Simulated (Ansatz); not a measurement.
The cluster Ga₄O₉H₆, relaxed as a singlet with RKS r2SCAN-D4/def2-SVP in Ansatz, starting from the GFN1-xTB geometry. Force threshold 0.03 eV/Å.

The structure holds one bond between oxygen atoms, so isomers without such links may lie far lower. The structure comes from a short search, and lower isomers may exist.

Start:

```xyz
19

Ga   -1.530    0.647   -0.659
Ga    0.327    0.011    2.106
Ga    1.258    1.926   -0.601
Ga   -0.629   -2.052    0.297
O     1.209    1.487    1.392
O    -0.669   -0.784   -2.008
O    -0.548   -2.115   -1.483
O    -0.514    2.030   -0.999
O     1.785    0.282   -1.270
O    -1.013   -0.388    0.836
O     0.714   -0.953    3.395
O    -3.271    0.572   -0.909
O    -0.325   -3.418    1.313
H     0.252   -0.421   -1.901
H    -3.654    1.255   -1.462
H     2.690    0.048   -1.473
H     2.161    3.133   -0.753
H    -0.126   -3.104    2.207
H     1.884    1.843    1.971
```

Task: Estimate the energy that the relaxation releases and the steps that it takes.

Result: 2.71 eV, in 29 steps; 7.3 min on 4 threads of Arm Neoverse V1 on a shared host. No frequencies were taken in this run, so the end may be a saddle point.

Task: Does the start keep its bonding?

Result: Bonds formed: Ga2–O9, Ga4–O11 (atoms count from 1).

Task: Predict the relaxed structure.

Result: 
Cartesian coordinates in Å:
```
Ga -1.4738 0.6074 -0.5568
Ga 1.1220 0.0048 1.0822
Ga 1.2073 2.3325 -0.6050
Ga -0.3602 -2.1273 0.7964
O 1.4286 1.8416 1.3689
O -0.5146 -0.8324 -1.6913
O -0.5427 -2.1680 -1.0960
O -0.5110 2.0878 -0.9555
O 1.7945 0.4453 -0.7299
O -0.7483 -0.1945 0.9476
O 1.3697 -1.7154 1.4260
O -3.2280 0.5087 -0.7947
O -1.3155 -3.4250 1.5475
H 0.4397 -0.5889 -1.6880
H -3.5354 1.0775 -1.5120
H 2.7075 0.1780 -0.9160
H 2.2082 3.4182 -1.0259
H -0.9148 -3.7260 2.3734
H 0.8668 2.2758 2.0293
```
Bond lengths (bridged metal pairs left out): 15 × Ga–O 1.77 to 2.07 Å; 1 × O–O 1.46 Å; 5 × H–O 0.97 to 0.98 Å; 1 × Ga–H 1.54 Å.
